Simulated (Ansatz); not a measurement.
Z-matrix (Å, degrees):
```
C
Si 1 1.872
H 1 1.093 2 110.7
H 1 1.094 2 111.5 3 -119.8
H 1 1.094 2 110.6 3 119.7
N 2 1.722 1 105.4 3 -177.6
N 2 1.717 1 116.9 3 -60.3
Si 2 2.358 1 109.1 3 58.3
H 6 1.007 2 120.0 1 -33.4
H 6 1.008 2 119.9 1 -178.1
H 7 1.008 2 120.7 1 -64.1
H 7 1.006 2 121.4 1 86.4
H 8 1.492 2 110.8 1 46.2
H 8 1.494 2 112.6 1 -73.8
H 8 1.491 2 111.4 1 165.7
```

The species carries charge 0 and has multiplicity 1.

(1) List the PBE0/def2-TZVPP orbital energies in eV (the Gaussian-basis code of Ansatz). (An estimate is asked.)

Answers

(1) Ansatz gave: Occupied: -1802.48, -1801.86, -390.60, -390.57, -277.48, -144.69, -144.25, -99.37, -99.36, -99.33, -98.90, -98.90, -98.88, -23.86, -23.23, -19.37, -15.12, -14.06, -13.60, -13.48, -11.64, -11.29, -10.90, -9.86, -9.43, -9.30, -8.51, -7.42, -6.74. Lowest empty: 0.55, 0.65, 0.93, 1.54, 2.07, 2.21, 2.29, 2.70.
